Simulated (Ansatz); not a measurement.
`N[SiH]([SiH3])[InH2]` + `B[SiH2]CN` → `B[SiH2][CH2][InH2]` + `N[SiH](N)[SiH3]`  (redistribution)

Isolated molecules relaxed with PBE0-D4/def2-TZVP in Ansatz; ΔE leaves out vibrations. CCSD(T)/CBS is the MP2 limit (def2-TZVPP, def2-QZVPP) plus CCSD(T) − MP2 in def2-TZVPP, frozen cores. DFT in def2-TZVPP. def2 core potentials past Kr. For In outer-core shells are correlated without core-valence functions, which leaves a few kJ/mol of doubt a bond. One conformer a species, not always the lowest.

| level | ΔE (kJ/mol) |
| --- | --- |
| r2SCAN-D4 | -122.0 |
| ωB97X-V | -119.3 |
| r2SCAN | -121.3 |
| PBE0 | -107.6 |
| HF/def2-TZVPP | -117.9 |
| SCS-MP2/def2-TZVPP | -131.6 |
| HF/def2-QZVPP | -119.4 |
| MP2/CBS(def2) | -142.8 |

**Question.** What does CCSD(T)/CBS give? (An estimate is asked.)

**Answer.** Computed: -132.1 kJ/mol. The listed levels differ from it by 10.1, 12.8, 10.8, 24.5, 14.2, 0.5, 12.7, -10.7 kJ/mol.

Largest T1 diagnostic among the species: 0.014.

In def2-TZVPP, CCSD(T) changes the Hartree–Fock value by −8.9 kJ/mol (the triples alone add −1.4 kJ/mol) and MP2 by −19.6 kJ/mol. The D4 term adds −5.4 kJ/mol with B3LYP and −2.7 kJ/mol with PBE0; it sums over pairs of atoms, weighted by their polarisabilities, and B3LYP, whose exchange is more repulsive, gets the larger term. From PBE to PBE0 (25 % exact exchange), in def2-TZVPP and without D4, ΔE moves by −6.7 kJ/mol.

CCSD(T)/CBS has its own doubt, a few kJ/mol and more with outer-core shells, so smaller differences from it don't rank the levels.

B3LYP here is the variant with VWN-RPA as its local correlation; programs differ in this.
